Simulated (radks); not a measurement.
Q: Species: Cd+. Configuration: [Kr] 4d10 5s1. All-electron calculation, scalar-relativistic Kohn-Sham, PBE, spin-polarised, spherical densities, finite nucleus; open shells are filled with parallel spins first (spin-orbit coupling, left out, can overturn this in heavy ions); Fermi nuclear charge, rms radius 4.6087 fm; hard spherical wall at 4 bohr. Program: a radial shooting solver on a logarithmic mesh with Libxc functionals. Some entries of the table are withheld. Estimate them.

| orbital | occ. | eigenvalue (eV) | <r^2> (bohr^2) | <1/r> (bohr^-1) |
|---|---|---|---|---|
| 1s up | 1 | -26530.62 | 0.001250 | 50.64 |
| 1s down | 1 | -26530.58 | 0.001250 | 50.64 |
| 2s up | 1 | -3944.116 | 0.02043 | 11.52 |
| 2s down | 1 | -3944.106 | 0.02043 | 11.52 |
| 2p up | 3 | -3539.748 | 0.01611 | 11.11 |
| 2p down | 3 | -3539.733 | 0.01611 | 11.11 |
| 3s up | 1 | -740.2494 | 0.1468 | 4.062 |
| 3s down | 1 | -740.2153 | 0.1468 | 4.062 |
| 3p up | 3 | -607.5832 | 0.1480 | 3.869 |
| 3p down | 3 | -607.5488 | 0.1480 | 3.869 |
| 3d up | 5 | -399.9351 | 0.1333 | 3.642 |
| 3d down | 5 | -399.9073 | 0.1333 | 3.642 |
| 4s up | 1 | -112.4542 | 0.8783 | 1.570 |
| 4s down | 1 | -112.3940 | 0.8771 | 1.571 |
| 4p up | 3 | -73.5849 | 1.063 | 1.412 |
| 4p down | 3 | -73.4932 | 1.058 | 1.414 |
| 4d up | 5 | -18.5131 | 1.908 | 1.058 |
| 4d down | 5 | -18.1797 | 1.867 | 1.068 |
| 5s up | 1 | -9.5151 | 5.196 | 0.5746 |
| 5s down | 0 | -8.4092 | 5.196 | 0.5755 |
| 5p up | 0 | -0.7264 | 5.885 | 0.5384 |
| 5p down | 0 | 0.3732 | 5.900 | 0.5371 |
| 4f up | 0 | (1) | 5.961 | (2) |
| 4f down | 0 | (3) | 5.944 | (4) |
| 6s up | 0 | 31.3781 | 6.697 | 0.6030 |
| 6s down | 0 | 32.0974 | 6.679 | 0.6050 |

A: 
(1) 4f up eigenvalue (eV): 18.7492
(2) 4f up <1/r> (bohr^-1): 0.4783
(3) 4f down eigenvalue (eV): 19.7630
(4) 4f down <1/r> (bohr^-1): 0.4808
